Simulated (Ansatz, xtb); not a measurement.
Spectroscopic constants of TiAl, multiplicity 6 (lowest of 2S+1 = 2, 4, 6 at CCSD(T)/def2-TZVPP on PBE0 minima; our sources give no spin for the ground state, which may be another). No spin–orbit coupling. Ti is treated without relativity. The T1 diagnostic near the minimum is 0.090, so single-reference values are doubtful.

Seven points along R, fitted to fifth degree in 1/R; most abundant isotopes. In def2 and cc sets the state is the lowest found near the PBE0 minimum, followed along R.

The values were computed with Ansatz (a program for electronic structure); xtb for the GFN methods. Values without a source in brackets are computed. The GFN methods have no spin term and hold the electronic entropy of 300 K.

```csv
level,r_e (Å),ω_e (cm⁻¹),B_e (cm⁻¹),ω_e x_e (cm⁻¹),dipole (D)
GFN1-xTB,2.408,433,0.168,1.9,-
SVWN5/def2-TZVPP,2.490,316,0.157,1.4,1.92
PBE/def2-TZVPP,2.536,302,0.152,1.4,2.32
r2SCAN/def2-TZVPP,2.522,313,0.154,1.4,2.87
B97M-V/def2-TZVPP,2.547,304,0.151,1.4,2.26
B3LYP/def2-TZVPP,2.509,315,0.155,1.4,2.49
PBE0/def2-TZVPP,2.492,329,0.157,1.3,2.96
BHLYP/def2-TZVPP,2.591,220,0.145,0.97,3.16
CCSD/def2-TZVPP,2.486,339,0.158,1.5,-
CCSD(T)/def2-TZVPP,2.502,333,0.156,1.5,-
```

Correlated levels freeze the inner cores; with def2 sets outer-core shells near the valence are correlated too.

Doubts at one or more of the structures used: T1 above 0.05 (CCSD/def2-TZVPP, CCSD(T)/def2-TZVPP).
